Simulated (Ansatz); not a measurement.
These are B3LYP-D3(BJ)/def2-TZVP run with Ansatz (a quantum-chemistry and plane-wave program) values and carry that method's errors. No frequencies were computed at this level.

Ansatz 0.2 input:
```yaml
crystal:
  periodic: [false, false, false]
  atoms:
    - { symbol: F, position_ang: [-1.707767, -0.257494, 0.000006] }
    - { symbol: Ga, position_ang: [-0.008278, 0.452318, -0.000001] }
    - { symbol: F, position_ang: [1.716045, -0.194824, -0.000006] }
basis:
  gaussian: { orbitals: def2-tzvp }
hamiltonian:
  xc: b3lyp
  dispersion: d3bj
relax:
  max_steps: 150
magnetization:
  spin_polarized: true
  initial_magnetization: 1
```

Output:

```
Functional definition: B3LYP
715 factors; their error is unknown
mean field evaluation 1: about -57810.7349 eV, gradient 4.4e1 eV
mean field evaluation 2: about -57772.4429 eV, gradient 1.2e2 eV
mean field evaluation 4: about -57816.4954 eV, gradient 4.0e0 eV
mean field evaluation 8: about -57816.5246 eV, gradient 3.5e-2 eV
mean field evaluation 16: about -57816.6909 eV, gradient 6.0e-6 eV
mean field -57816.69085787 eV, -2124.7241994662 hartree, gradient 6.0e-6 eV, S^2 0.753060; 0 other end points of the search recorded, 0 dependent functions left out
reference -57816.69104109 eV, -2124.7242061992 hartree; 25, 24 occupied and 85, 86 virtual orbitals, 715 factors
relax step   1: F+E_penalty+E_count = -57816.73594438 eV  Δ(F+E_penalty+E_count) = +0.000e0 eV  max|allowed force component| = 1.197e0 eV/Å  Δτ_max = 0.0000 Å  (30 SCF iters, accepted)
these checks for a lower state are left out or cut short: starts, cluster_reference, orbital_swaps, neighbouring_geometries, increment
715 factors; their error is unknown
mean field -57816.80484650 eV, -2124.7283884711 hartree, gradient 6.4e-6 eV, S^2 0.752630; 0 other end points of the search recorded, 0 dependent functions left out
reference -57816.80502782 eV, -2124.7283951343 hartree; 25, 24 occupied and 85, 86 virtual orbitals, 715 factors
relax step   2: F+E_penalty+E_count = -57816.85049777 eV  Δ(F+E_penalty+E_count) = -1.146e-1 eV  max|allowed force component| = 8.349e-1 eV/Å  Δτ_max = 0.0800 Å  (32 SCF iters, accepted)
these checks for a lower state are left out or cut short: starts, cluster_reference, orbital_swaps, neighbouring_geometries, increment
715 factors; their error is unknown
mean field evaluation 32: about -57816.8706 eV, gradient 1.2e-5 eV
mean field -57816.87062022 eV, -2124.7308056105 hartree, gradient 1.2e-5 eV, S^2 0.752196; 0 other end points of the search recorded, 0 dependent functions left out
reference -57816.87080062 eV, -2124.7308122402 hartree; 25, 24 occupied and 85, 86 virtual orbitals, 715 factors
relax step   3: F+E_penalty+E_count = -57816.91686800 eV  Δ(F+E_penalty+E_count) = -6.637e-2 eV  max|allowed force component| = 1.642e-1 eV/Å  Δτ_max = 0.0736 Å  (32 SCF iters, accepted)
these checks for a lower state are left out or cut short: starts, cluster_reference, orbital_swaps, neighbouring_geometries, increment
715 factors; their error is unknown
mean field -57816.88616476 eV, -2124.7313768618 hartree, gradient 1.4e-5 eV, S^2 0.752109; 0 other end points of the search recorded, 0 dependent functions left out
reference -57816.88634348 eV, -2124.7313834297 hartree; 25, 24 occupied and 85, 86 virtual orbitals, 715 factors
relax step   4: F+E_penalty+E_count = -57816.93287692 eV  Δ(F+E_penalty+E_count) = -1.601e-2 eV  max|allowed force component| = 1.030e-1 eV/Å  Δτ_max = 0.0639 Å  (31 SCF iters, accepted)
these checks for a lower state are left out or cut short: starts, cluster_reference, orbital_swaps, neighbouring_geometries, increment
715 factors; their error is unknown
mean field -57816.88649999 eV, -2124.7313891815 hartree, gradient 2.0e-5 eV, S^2 0.752074; 0 other end points of the search recorded, 0 dependent functions left out
reference -57816.88667878 eV, -2124.7313957520 hartree; 25, 24 occupied and 85, 86 virtual orbitals, 715 factors
relax step   5: F+E_penalty+E_count = -57816.93323036 eV  Δ(F+E_penalty+E_count) = -3.534e-4 eV  max|allowed force component| = 1.825e-2 eV/Å  Δτ_max = 0.0037 Å  (31 SCF iters, accepted)
these checks for a lower state are left out or cut short: starts, cluster_reference, orbital_swaps, neighbouring_geometries, increment
715 factors; their error is unknown
mean field -57816.88651659 eV, -2124.7313897913 hartree, gradient 3.9e-5 eV, S^2 0.752080; 0 other end points of the search recorded, 0 dependent functions left out
reference -57816.88669537 eV, -2124.7313963616 hartree; 25, 24 occupied and 85, 86 virtual orbitals, 715 factors
relax step   6: F+E_penalty+E_count = -57816.93324247 eV  Δ(F+E_penalty+E_count) = -1.212e-5 eV  max|allowed force component| = 1.107e-4 eV/Å  Δτ_max = 0.0005 Å  (22 SCF iters, accepted)
715 factors; their error is unknown
mean field evaluation 64: about -57816.8865 eV, gradient 1.4e-1 eV
mean field -57816.88651659 eV, -2124.7313897913 hartree, gradient 3.9e-5 eV, S^2 0.752080; 1 other end points of the search recorded, 0 dependent functions left out
reference -57816.88669537 eV, -2124.7313963616 hartree; 25, 24 occupied and 85, 86 virtual orbitals, 715 factors
Total energy: -57816.93342126 eV, -2124.7331135063 hartree
Atom 0 at    -1.505131    -0.335051     0.000005 Å, force     0.000110     0.000015    -0.000000 eV/Å
Atom 1 at    -0.011252     0.614796    -0.000001 Å, force     0.000000    -0.000026    -0.000000 eV/Å
Atom 2 at     1.516384    -0.279745    -0.000005 Å, force    -0.000111     0.000011     0.000000 eV/Å
Dipole moment:    -0.009502     0.519107    -0.000001 e Å
```

Cost: about 25 core-seconds (a rough figure).
